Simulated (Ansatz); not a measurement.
Relaxation of BCl3H (5 atoms, charge 0, multiplicity 2), to a largest force component of 0.03 eV/Å in at most 50 steps.

Theory: UKS revPBE/def2-SVP (Ansatz 0.2.0).

```xyz
5
Properties=species:S:1:pos:R:3
B -0.007 0.003 -0.121
H -0.022 0.014 1.083
Cl 1.536 -0.005 -0.942
Cl -1.531 -0.005 -0.977
Cl 0.024 -0.007 3.647
```

Problem. Where does it end, and by what steps?

Solution. The forces met the threshold. After 24 steps the energy has fallen by 0.923 eV; Cl5 moved furthest, 1.63 Å. Joined: B1–Cl5 (3.77 → 1.82 Å).

```json
{"step": "0", "energy less start (eV)": "0.0000", "largest force component (eV/Å)": "0.563", "accepted": "yes"}
{"step": "1", "energy less start (eV)": "-0.0172", "largest force component (eV/Å)": "0.351", "accepted": "yes"}
{"step": "2", "energy less start (eV)": "-0.0805", "largest force component (eV/Å)": "0.285", "accepted": "yes"}
{"step": "3", "energy less start (eV)": "-0.1483", "largest force component (eV/Å)": "0.281", "accepted": "yes"}
{"step": "4", "energy less start (eV)": "-0.1897", "largest force component (eV/Å)": "0.564", "accepted": "yes"}
{"step": "5", "energy less start (eV)": "-0.1926", "largest force component (eV/Å)": "0.359", "accepted": "yes"}
{"step": "6", "energy less start (eV)": "-0.1967", "largest force component (eV/Å)": "0.154", "accepted": "yes"}
{"step": "7", "energy less start (eV)": "-0.1989", "largest force component (eV/Å)": "0.048", "accepted": "yes"}
{"step": "8", "energy less start (eV)": "-0.1994", "largest force component (eV/Å)": "0.077", "accepted": "yes"}
{"step": "9", "energy less start (eV)": "-0.2038", "largest force component (eV/Å)": "0.059", "accepted": "yes"}
{"step": "10", "energy less start (eV)": "-0.2044", "largest force component (eV/Å)": "0.041", "accepted": "yes"}
{"step": "11", "energy less start (eV)": "-0.2105", "largest force component (eV/Å)": "0.186", "accepted": "yes"}
{"step": "12", "energy less start (eV)": "-0.2162", "largest force component (eV/Å)": "0.084", "accepted": "yes"}
{"step": "13", "energy less start (eV)": "-0.2037", "largest force component (eV/Å)": "0.749", "accepted": "no"}
{"step": "14", "energy less start (eV)": "-0.2196", "largest force component (eV/Å)": "0.289", "accepted": "yes"}
{"step": "15", "energy less start (eV)": "-0.2220", "largest force component (eV/Å)": "0.385", "accepted": "yes"}
{"step": "16", "energy less start (eV)": "-0.2265", "largest force component (eV/Å)": "0.480", "accepted": "yes"}
{"step": "17", "energy less start (eV)": "-0.2569", "largest force component (eV/Å)": "0.724", "accepted": "yes"}
{"step": "18", "energy less start (eV)": "-0.3123", "largest force component (eV/Å)": "1.178", "accepted": "yes"}
{"step": "19", "energy less start (eV)": "-0.4043", "largest force component (eV/Å)": "1.389", "accepted": "yes"}
{"step": "20", "energy less start (eV)": "-0.7008", "largest force component (eV/Å)": "1.026", "accepted": "yes"}
{"step": "21", "energy less start (eV)": "-0.7878", "largest force component (eV/Å)": "1.395", "accepted": "yes"}
{"step": "22", "energy less start (eV)": "-0.9154", "largest force component (eV/Å)": "0.320", "accepted": "yes"}
{"step": "23", "energy less start (eV)": "-0.9222", "largest force component (eV/Å)": "0.085", "accepted": "yes"}
{"step": "24", "energy less start (eV)": "-0.9233", "largest force component (eV/Å)": "0.005", "accepted": "yes"}
```

```xyz
5
Properties=species:S:1:pos:R:3
B -0.002 -0.077 0.520
H 0.031 1.191 0.810
Cl 1.552 -0.214 -0.419
Cl -1.557 -0.132 -0.426
Cl -0.024 -0.769 2.205
```

Run time: 46 s on 2 threads of Arm Neoverse V1 (shared host), peak memory 0.15 GiB.
